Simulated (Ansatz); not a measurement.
`C[O][Ti]1234([OH])([OH])[C@@H]5[C@H]1[C@H]2[C@@]3(F)[C@@H]54`, relaxed with RKS PBE0-D4/def2-TZVP in Ansatz 0.2.0 from a GFN2-xTB geometry. The force threshold is 0.005 eV/Å; the program also tests the step.

Charge 0, multiplicity 1.

Start:

```xyz
20

C    -1.733    1.925    1.085
O    -1.002    1.308    0.082
Ti    0.424    0.373    0.001
O     1.045    0.524    1.617
O     1.477    1.430   -0.902
C     1.419   -1.770   -0.369
C     1.017   -1.280   -1.623
C    -0.388   -1.101   -1.610
C    -0.822   -1.517   -0.339
F    -2.112   -1.466    0.097
C     0.269   -1.922    0.445
H    -2.793    1.653    0.993
H    -1.643    3.020    1.004
H    -1.367    1.604    2.076
H     1.537    1.262    1.989
H     1.412    2.388   -0.945
H     2.417   -2.091   -0.104
H     1.655   -1.148   -2.486
H    -1.026   -0.829   -2.442
H     0.216   -2.363    1.432
```

**Question.** How much energy does the relaxation release, and in how many steps? (An estimate is asked.)

**Answer.** Computed: 68.33 kJ/mol, in 42 steps.

**Question.** Which bonds change most? (An estimate is asked.)

**Answer.** Computed: Ti3–C9 from 2.289 to 2.428 Å; Ti3–O4 from 1.738 to 1.839 Å; Ti3–O5 from 1.744 to 1.834 Å; O2–Ti3 from 1.707 to 1.777 Å.

**Question.** Give the relaxed structure. (An estimate is asked.)

**Answer.** The calculation gave: 
```xyz
20

C    -1.820    1.610    1.381
O    -0.624    1.386    0.713
Ti    0.683    0.462   -0.060
O     2.023    0.455    1.199
O     1.227    1.543   -1.438
C     1.133   -1.867   -0.094
C     1.118   -1.414   -1.424
C    -0.199   -1.003   -1.744
C    -0.972   -1.231   -0.599
F    -2.274   -0.980   -0.498
C    -0.170   -1.737    0.438
H    -2.454    0.718    1.366
H    -2.368    2.430    0.905
H    -1.622    1.884    2.423
H     2.238    1.285    1.632
H     1.138    2.495   -1.355
H     2.003   -2.183    0.459
H     1.972   -1.334   -2.080
H    -0.538   -0.562   -2.667
H    -0.491   -1.958    1.444
```
